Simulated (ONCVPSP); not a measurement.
**Plane-wave convergence, ONCV potential for lithium (Li)**

```
Element                 : lithium
Generator               : ONCVPSP 4.0.1
Type                    : optimised norm-conserving Vanderbilt (ONCV)
Functional              : PBE
Relativity              : scalar-relativistic
Frozen core             : none
Valence charge          : 3
Reference configuration : 1s2 2s0.5 2p0.5
Partial waves           : 1s+2s: rc 1.05 bohr, ncon 5, nbas 9, qcut 13.2 1/bohr, 3 projectors, debl 3.5 Ha; 2p: rc 4.00 bohr, ncon 5, nbas 8, qcut 1.8 1/bohr, 2 projectors, debl 2 Ha; d scattering state at 0.15 Ha: rc 3.65 bohr, ncon 4, nbas 8, qcut 2.8 1/bohr, 3 projectors, debl 2.1 Ha
Local potential         : polynomial inside 0.80 bohr (lpopt 1, dvloc0 0 Ha)
Core correction         : none
```

**Question.** For each optimised wave give the share of its norm inside rc, the residual kinetic energy above qcut (Ha) and the cutoffs (Ha) for errors of 10, 1, 0.1 and 0.01 mHa per electron.

**Answer.**

| wave | norm inside rc | residual KE | 10 mHa | 1 mHa | 0.1 mHa | 0.01 mHa |
| --- | --- | --- | --- | --- | --- | --- |
| 1s | 0.899 | 7.5e-07 | 43.3 | 57.1 | 68.6 | 77.9 |
| 2s | 0.016 | 1.3e-07 | 20.1 | 38.3 | 54.4 | 66.3 |
| s projector 3 | 0.060 | 1.3e-06 | 34.6 | 52.8 | 67.7 | 79.1 |
| 2p | 0.399 | 1.3e-03 | 0.8 | 1.8 | 8.5 | 11.2 |
| p projector 2 | 0.258 | 4.4e-01 | 14.9 | 16.7 | 19.6 | 24.0 |
| d projector 1 | 0.203 | 8.6e-07 | 0.7 | 1.1 | 2.2 | 2.9 |
| d projector 2 | 0.295 | 8.3e-03 | 3.9 | 6.7 | 20.3 | 23.6 |
| d projector 3 | 0.212 | 1.4e+00 | 6.8 | 8.0 | 19.5 | 26.8 |

The occupied waves need 57 Ha and 69 Ha for 1 and 0.1 mHa.
